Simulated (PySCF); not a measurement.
Species: `C=C[C@H]1C=NN(CC)C1`. The columns A, B, C and D hold Mulliken, IAO, Hirshfeld and ESP-fitted charges (e) of one PBE0/pcSseg-1 density (PySCF), in a shuffled order. Coordinates in Å (GFN2-xTB); the density's dipole moment is (-0.02, 1.74, 0.85) D.

| atom | x | y | z | A | B | C | D |
| --- | --- | --- | --- | --- | --- | --- | --- |
| C1 | 3.630 | 0.627 | 0.386 | -0.325 | -0.478 | -0.107 | -0.132 |
| C2 | 2.468 | 0.025 | 0.558 | -0.131 | -0.189 | -0.039 | -0.138 |
| C3 | 1.206 | 0.411 | -0.149 | -0.148 | +0.133 | -0.031 | -0.397 |
| C4 | 0.761 | -0.704 | -1.083 | -0.087 | +0.051 | -0.018 | +0.129 |
| N5 | -0.334 | -1.248 | -0.739 | -0.169 | -0.379 | -0.111 | -0.176 |
| N6 | -0.798 | -0.714 | 0.403 | -0.115 | -0.128 | -0.031 | -0.486 |
| C7 | -2.213 | -0.786 | 0.651 | -0.147 | +0.101 | -0.023 | -0.007 |
| C8 | -3.050 | 0.155 | -0.220 | -0.439 | -0.133 | -0.127 | -0.300 |
| C9 | -0.016 | 0.467 | 0.788 | -0.179 | -0.028 | -0.025 | +0.121 |
| H10 | 3.740 | 1.469 | -0.279 | +0.143 | +0.196 | +0.043 | +0.109 |
| H11 | 4.520 | 0.307 | 0.900 | +0.153 | +0.194 | +0.046 | +0.117 |
| H12 | 2.378 | -0.824 | 1.224 | +0.146 | +0.175 | +0.046 | +0.105 |
| H13 | 1.364 | 1.344 | -0.696 | +0.144 | +0.041 | +0.044 | +0.127 |
| H14 | 1.328 | -1.049 | -1.925 | +0.160 | +0.104 | +0.051 | +0.100 |
| H15 | -2.377 | -0.568 | 1.710 | +0.138 | +0.028 | +0.043 | +0.111 |
| H16 | -2.510 | -1.819 | 0.455 | +0.156 | +0.052 | +0.044 | +0.126 |
| H17 | -4.108 | -0.019 | -0.041 | +0.144 | +0.031 | +0.044 | +0.114 |
| H18 | -2.831 | 1.196 | 0.004 | +0.133 | +0.034 | +0.035 | +0.108 |
| H19 | -2.836 | -0.031 | -1.270 | +0.149 | +0.067 | +0.037 | +0.125 |
| H20 | -0.594 | 1.388 | 0.645 | +0.127 | +0.075 | +0.038 | +0.119 |
| H21 | 0.262 | 0.390 | 1.843 | +0.145 | +0.053 | +0.040 | +0.127 |

Q: Which column most likely holds the ESP-fitted charges?

A: B. Σ q r misses the density's dipole by 0.05 D (B), 0.61 D (D), 0.77 D (A), 1.16 D (C). Charges fitted to the outside potential are the only set here that is tied to the molecule's multipoles.

Q: And the Hirshfeld charges?

A: C. The mean sizes are 0.049 e (C), 0.127 e (B), 0.156 e (D), 0.166 e (A), and Hirshfeld charges are commonly the smallest of these schemes.

As computed, A = IAO, B = ESP-fitted, C = Hirshfeld, D = Mulliken. Hydrogens on carbon: IAO +0.13 to +0.16, ESP-fitted +0.03 to +0.20, Hirshfeld +0.03 to +0.05, Mulliken +0.10 to +0.13 e.

The ESP scheme fits charges at the nuclei, held to the total charge, to the electrostatic potential on points at 1.4 to 2.0 times the van der Waals radii. The IAO scheme projects the occupied orbitals on a minimal set of polarised atomic orbitals and counts the electrons in each atom's part of it.

One conformer (not necessarily the lowest) at the GFN2-xTB geometry, without solvent, vibrations or thermal averaging.

The run behind these numbers computed NMR shieldings as well. Time: 33 s wall. Hardware: one thread of an Arm Neoverse V2, on a shared host.
